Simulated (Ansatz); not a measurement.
Computed with Ansatz on PBE0-D4/def2-TZVP structures; ΔE is electronic, products minus reactants. CBS: MP2 limit from def2 TZ/QZ plus the TZ coupled-cluster correction, frozen cores. Functionals use def2-TZVPP. B3LYP here is the variant with VWN-RPA as its local correlation; programs differ in this. HSE06 is defined as in plane-wave codes. Each species was taken in one conformer, which may not be the lowest.

`B[SiH2][SiH2][SiH3]` + `BS[SiH2]C` → `BS[SiH2][SiH2][SiH3]` + `B[SiH2]C`  (redistribution)

`B[SiH2][SiH2][SiH3]`:

Cartesian coordinates in Å:
```
B 2.187 -0.330 0.502
Si 1.146 -0.634 -1.165
Si -0.739 0.741 -0.828
Si -1.832 0.127 1.145
H 1.963 -0.971 1.486
H 2.975 0.565 0.583
H 0.636 -2.024 -1.332
H 1.821 -0.207 -2.422
H -0.311 2.165 -0.733
H -1.661 0.610 -1.991
H -0.914 0.332 2.298
H -2.208 -1.311 1.091
H -3.062 0.936 1.365
```

`BS[SiH2]C`:

Cartesian coordinates in Å:
```
B -1.242 -2.244 0.480
S 0.175 -1.554 -0.335
Si -0.102 0.539 0.135
C 1.308 1.492 -0.623
H -2.015 -1.553 1.073
H -1.386 -3.425 0.409
H -1.409 0.978 -0.417
H -0.124 0.692 1.612
H 1.204 2.558 -0.406
H 2.266 1.154 -0.222
H 1.325 1.364 -1.707
```

`BS[SiH2][SiH2][SiH3]`:

Cartesian coordinates in Å:
```
B 0.040 0.671 -2.285
S 0.343 2.105 -1.287
Si -0.879 1.629 0.435
Si 0.168 -0.057 1.668
Si 0.650 -1.923 0.341
H -0.711 -0.188 -1.929
H 0.604 0.611 -3.333
H -0.994 2.885 1.223
H -2.231 1.222 -0.028
H -0.705 -0.459 2.807
H 1.436 0.498 2.221
H -0.605 -2.512 -0.196
H 1.528 -1.533 -0.794
H 1.355 -2.949 1.156
```

`B[SiH2]C`:

```xyz
10

B    -1.696    0.655    0.374
Si   -0.227   -0.435   -0.459
C     1.510   -0.074    0.151
H    -1.518    1.453    1.248
H    -2.823    0.506   -0.003
H    -0.292   -0.241   -1.940
H    -0.562   -1.872   -0.209
H     1.584   -0.244    1.228
H     2.244   -0.714   -0.344
H     1.780    0.966   -0.044
```

```json
{"level": "LDA (SPW92)", "ΔE (kJ/mol)": "15.5", "difference from CCSD(T)/CBS": "2.0"}
{"level": "revPBE-D4", "ΔE (kJ/mol)": "15.4", "difference from CCSD(T)/CBS": "1.9"}
{"level": "BLYP-D4", "ΔE (kJ/mol)": "13.9", "difference from CCSD(T)/CBS": "0.4"}
{"level": "r2SCAN-D4", "ΔE (kJ/mol)": "17.4", "difference from CCSD(T)/CBS": "3.9"}
{"level": "B97M-V", "ΔE (kJ/mol)": "16.5", "difference from CCSD(T)/CBS": "3.0"}
{"level": "PBE0-D4", "ΔE (kJ/mol)": "14.8", "difference from CCSD(T)/CBS": "1.3"}
{"level": "B3LYP-D4", "ΔE (kJ/mol)": "13.3", "difference from CCSD(T)/CBS": "-0.2"}
{"level": "r2SCANh-D4", "ΔE (kJ/mol)": "16.9", "difference from CCSD(T)/CBS": "3.4"}
{"level": "r2SCAN0-D4", "ΔE (kJ/mol)": "16.2", "difference from CCSD(T)/CBS": "2.7"}
{"level": "HSE06-D4", "ΔE (kJ/mol)": "15.0", "difference from CCSD(T)/CBS": "1.5"}
{"level": "BHLYP-D4", "ΔE (kJ/mol)": "11.9", "difference from CCSD(T)/CBS": "-1.6"}
{"level": "CAM-B3LYP-D4", "ΔE (kJ/mol)": "12.9", "difference from CCSD(T)/CBS": "-0.6"}
{"level": "ωB97X-V", "ΔE (kJ/mol)": "12.9", "difference from CCSD(T)/CBS": "-0.6"}
{"level": "ωB97M-V", "ΔE (kJ/mol)": "13.8", "difference from CCSD(T)/CBS": "0.3"}
{"level": "PBE-QIDH", "ΔE (kJ/mol)": "15.9", "difference from CCSD(T)/CBS": "2.4"}
{"level": "PBE", "ΔE (kJ/mol)": "18.7", "difference from CCSD(T)/CBS": "5.2"}
{"level": "revPBE", "ΔE (kJ/mol)": "21.0", "difference from CCSD(T)/CBS": "7.5"}
{"level": "BLYP", "ΔE (kJ/mol)": "19.7", "difference from CCSD(T)/CBS": "6.2"}
{"level": "PBE0", "ΔE (kJ/mol)": "17.6", "difference from CCSD(T)/CBS": "4.1"}
{"level": "B3LYP", "ΔE (kJ/mol)": "18.2", "difference from CCSD(T)/CBS": "4.7"}
{"level": "r2SCANh", "ΔE (kJ/mol)": "17.9", "difference from CCSD(T)/CBS": "4.4"}
{"level": "r2SCAN0", "ΔE (kJ/mol)": "17.3", "difference from CCSD(T)/CBS": "3.8"}
{"level": "HSE06", "ΔE (kJ/mol)": "17.8", "difference from CCSD(T)/CBS": "4.3"}
{"level": "BHLYP", "ΔE (kJ/mol)": "16.3", "difference from CCSD(T)/CBS": "2.8"}
{"level": "CAM-B3LYP", "ΔE (kJ/mol)": "16.0", "difference from CCSD(T)/CBS": "2.5"}
{"level": "LC-ωPBE", "ΔE (kJ/mol)": "15.3", "difference from CCSD(T)/CBS": "1.8"}
{"level": "RPA@PBE/def2-TZVPP", "ΔE (kJ/mol)": "13.9", "difference from CCSD(T)/CBS": "0.4"}
{"level": "HF/def2-SVP", "ΔE (kJ/mol)": "16.6", "difference from CCSD(T)/CBS": "3.1"}
{"level": "MP2/def2-SVP", "ΔE (kJ/mol)": "15.7", "difference from CCSD(T)/CBS": "2.2"}
{"level": "CCSD/def2-SVP", "ΔE (kJ/mol)": "14.3", "difference from CCSD(T)/CBS": "0.8"}
{"level": "CCSD(T)/def2-SVP", "ΔE (kJ/mol)": "14.1", "difference from CCSD(T)/CBS": "0.6"}
{"level": "HF/def2-TZVPP", "ΔE (kJ/mol)": "15.4", "difference from CCSD(T)/CBS": "1.9"}
{"level": "MP2/def2-TZVPP", "ΔE (kJ/mol)": "15.0", "difference from CCSD(T)/CBS": "1.5"}
{"level": "SCS-MP2/def2-TZVPP", "ΔE (kJ/mol)": "14.2", "difference from CCSD(T)/CBS": "0.7"}
{"level": "CCSD/def2-TZVPP", "ΔE (kJ/mol)": "14.1", "difference from CCSD(T)/CBS": "0.6"}
{"level": "CCSD(T)/def2-TZVPP", "ΔE (kJ/mol)": "14.1", "difference from CCSD(T)/CBS": "0.6"}
{"level": "HF/def2-QZVPP", "ΔE (kJ/mol)": "15.4", "difference from CCSD(T)/CBS": "1.9"}
{"level": "MP2/def2-QZVPP", "ΔE (kJ/mol)": "14.7", "difference from CCSD(T)/CBS": "1.2"}
{"level": "SCS-MP2/def2-QZVPP", "ΔE (kJ/mol)": "13.9", "difference from CCSD(T)/CBS": "0.4"}
{"level": "HF/CBS(def2)", "ΔE (kJ/mol)": "15.4", "difference from CCSD(T)/CBS": "1.9"}
{"level": "CCSD(T)/CBS", "ΔE (kJ/mol)": "13.5", "difference from CCSD(T)/CBS": "0"}
```

Largest T1 diagnostic among the species: 0.015.

Leaving LDA and LC-ωPBE aside and taking each functional with its dispersion term where it has one, the values spread over 5.5 kJ/mol, from BHLYP-D4 to r2SCAN-D4. LDA lies −3.2 kJ/mol from PBE without D4. From BLYP to BHLYP (50 % exact exchange), in def2-TZVPP and without D4, ΔE moves by −3.4 kJ/mol. The D4 term adds −4.9 kJ/mol with B3LYP and −2.9 kJ/mol with PBE0; it sums over pairs of atoms, weighted by their polarisabilities, and B3LYP, whose exchange is more repulsive, gets the larger term.
